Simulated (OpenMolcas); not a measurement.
Mo4+ (d2) among equal point charges was computed by CASSCF with the d shell active (OpenMolcas, ANO-RCC-VDZP on the metal). Its lowest spin-free states, and all those of the highest spin:

```tsv
2S+1	Degeneracy	E (cm-1)
3	1	0.0
3	2	8482
1	1	10317
1	1	10399
1	2	16804
1	1	17125
1	1	27082
3	2	33207
3	1	35323
1	2	43445
1	1	48277
3	2	65564
3	1	67938
3	1	106813
```

Task: Is the site octahedral, tetrahedral or cube-like, axial, or of lower symmetry?

Result: The states with 2S+1 = 3 have orbital degeneracies 1, 2, 2, 1, 2, 1, 1. There are pairs but no triples, so the site is axial: not cubic, but with a proper or improper axis of order three or more. The run had Mo4+ among 4 point charges of -2.5 e arranged as a square (D4h), 1.62 Å from the ion. The active orbitals were held to one l.

Without dynamic correlation the repulsion within the d shell is too large (B by tens of per cent), so at a given field states of lower spin stand too high. Point charges carry no covalency, so the field is a model and not that of real ligands. No measured value stands beside these numbers.
